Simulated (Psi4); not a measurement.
C4H10O2, charge +1, doublet, geometry from GFN2-xTB (a state made from the parent by changing its charge; the spin is typed, not shown lowest). Base run: HF/STO-3G (Psi4).

The Psi4 input:
```
memory 2 GB

molecule {
1 2
C     1.93872063    0.92530331    0.48462430
O     0.88704887    0.79947746   -0.43701396
C     0.63790846   -0.44199274   -0.96608350
C    -0.37598838   -1.26384557   -0.04832548
O    -1.59010730   -0.64014345   -0.03136742
C    -1.71570750    0.49922645    0.74757979
H     1.86858279    0.19551452    1.30005262
H     1.89829299    1.93885303    0.88120230
H     2.90357128    0.77084822   -0.01367299
H     1.53644868   -1.06164442   -1.05881100
H     0.14627399   -0.29941004   -1.93267344
H    -0.50564688   -2.24863120   -0.50265478
H     0.08568632   -1.33898574    0.94695391
H    -2.74634723    0.84400213    0.66501583
H    -1.43811675    0.32868410    1.79591410
H    -1.03387690    1.28394864    0.35895398
}

set {
  basis sto-3g
  reference uhf
  stability_analysis check
  scf_type pk
}

energy('scf')
print_variables()
```

The bond that is stretched is that between atoms 9 and 1. A test that says stable can miss a lower solution.

Variants of this job, named by their change:

```tsv
change	ΔE vs base (kcal/mol)	<S^2>	outcome
base	0.000	0.767	converged
stability_analysis = follow; reference = uhf	-10.75	0.761	converged
bond × 1.25	26.02	0.769	converged
stability_analysis = follow; reference = uhf; bond × 1.25	20.09	0.769	converged
bond × 1.5	-	-	not converged
stability_analysis = follow; reference = uhf; bond × 1.5	-	-	not converged
bond × 1.8	85.4	1.339	converged
stability_analysis = follow; reference = uhf; bond × 1.8	85.4	1.339	converged
bond × 2.2	120.5	0.753	converged
stability_analysis = follow; reference = uhf; bond × 2.2	100.9	1.517	converged
bond × 3.0	122.1	0.750	converged
stability_analysis = follow; reference = uhf; bond × 3.0	97.4	1.536	converged
```

Psi4 reported an instability in these rows: base; stability_analysis = follow; reference = uhf; bond × 1.25; stability_analysis = follow; reference = uhf; bond × 1.25; bond × 2.2; stability_analysis = follow; reference = uhf; bond × 2.2; bond × 3.0; stability_analysis = follow; reference = uhf; bond × 3.0 (restricted rows aren't judged here).

On stretching, the SCF can end on different states; <S^2> shows the spin contamination of each.
